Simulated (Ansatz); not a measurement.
Input (CCSDT(Q)/cc-pV(D+d)Z; Ansatz, a first-principles code): A basis named .json is the Basis Set Exchange file of that set.

Ansatz 0.2 input:
```yaml
crystal:
  periodic: [false, false, false]
  atoms:
    - {symbol: Al, position_ang: [0.38952096, -0.27428012, 0.43553176]}
    - {symbol: C, position_ang: [1.04967322, 0.26220613, -1.35077941]}
    - {symbol: H, position_ang: [2.10616061, 0.05463629, -1.52169033]}
    - {symbol: H, position_ang: [0.88539121, 1.33649993, -1.49165117]}
    - {symbol: H, position_ang: [0.47033180, -0.25596526, -2.12330937]}
    - {symbol: C, position_ang: [-1.51965832, 0.06873259, 0.82527897]}
    - {symbol: H, position_ang: [-2.14069846, -0.45257876, 0.08806514]}
    - {symbol: H, position_ang: [-1.72563905, 1.13988643, 0.71972334]}
    - {symbol: H, position_ang: [-1.83940796, -0.24246944, 1.81995221]}
basis:
  gaussian:
    orbitals: cc-pV_D+d_Z.json
magnetization: {spin_polarized: true, initial_magnetization: 1}
correlation: {method: ccsdt_q, electrons: outside_noble_gas}
```

Output:

```
Functional definition: HF
integrals: 0.16 GiB planned
1595 factors; integrals over basis functions are off by at most 2.0e-7 eV
mean field: 0.39 GiB planned
mean field evaluation 1: about -8734.9191 eV, gradient 2.2e1 eV
mean field evaluation 2: about -8734.9635 eV, gradient 2.2e1 eV
mean field evaluation 4: about -8738.1490 eV, gradient 2.3e0 eV
mean field evaluation 8: about -8738.2532 eV, gradient 4.0e-3 eV
mean field evaluation 16: about -8738.0971 eV, gradient 2.2e0 eV
mean field evaluation 32: about -8735.9575 eV, gradient 2.6e-3 eV
mean field -8738.25323768 eV, -321.1248834839 hartree, gradient 1.7e-6 eV, S^2 0.753853; 1 other end points of the search recorded, 0 dependent functions left out
determinant -8738.25323768 eV, -321.1248834839 hartree, with singles and doubles -8748.79803746 eV, -321.5123977283 hartree
determinant -8735.95745705 eV, -321.0405151019 hartree, with singles and doubles -8746.71649926 eV, -321.4359026104 hartree
7 core orbitals not correlated
reference -8738.25323768 eV, -321.1248834839 hartree; 9, 8 occupied and 65, 66 virtual orbitals, 1595 factors
second order -9.37392619 eV of doubles, -0.00000000 eV of singles
coupled cluster: 4.27 GiB planned
cycle   1  -10.20605682 eV  change   -8.3e-1 eV  update   8.1e-2
cycle   2  -10.73206657 eV  change   -5.3e-1 eV  update   3.3e-2
cycle   3  -10.88128840 eV  change   -1.5e-1 eV  update   1.6e-2
cycle   4  -10.86400322 eV  change    1.7e-2 eV  update   6.2e-3
cycle   5  -10.86255812 eV  change    1.4e-3 eV  update   3.4e-3
cycle   6  -10.86470674 eV  change   -2.1e-3 eV  update   1.3e-3
cycle   7  -10.86466048 eV  change    4.6e-5 eV  update   5.6e-4
cycle   8  -10.86474835 eV  change   -8.8e-5 eV  update   2.4e-4
cycle   9  -10.86488030 eV  change   -1.3e-4 eV  update   9.4e-5
cycle  10  -10.86478378 eV  change    9.7e-5 eV  update   4.1e-5
cycle  11  -10.86477729 eV  change    6.5e-6 eV  update   2.0e-5
cycle  12  -10.86479031 eV  change   -1.3e-5 eV  update   7.9e-6
cycle  13  -10.86480156 eV  change   -1.1e-5 eV  update   3.7e-6
cycle  14  -10.86480621 eV  change   -4.7e-6 eV  update   1.5e-6
cycle  15  -10.86480698 eV  change   -7.7e-7 eV  update   6.0e-7
perturbative correction -0.01666330 eV, -0.0006123649 hartree
Total energy: -8749.13470795 eV, -321.5247701408 hartree
```
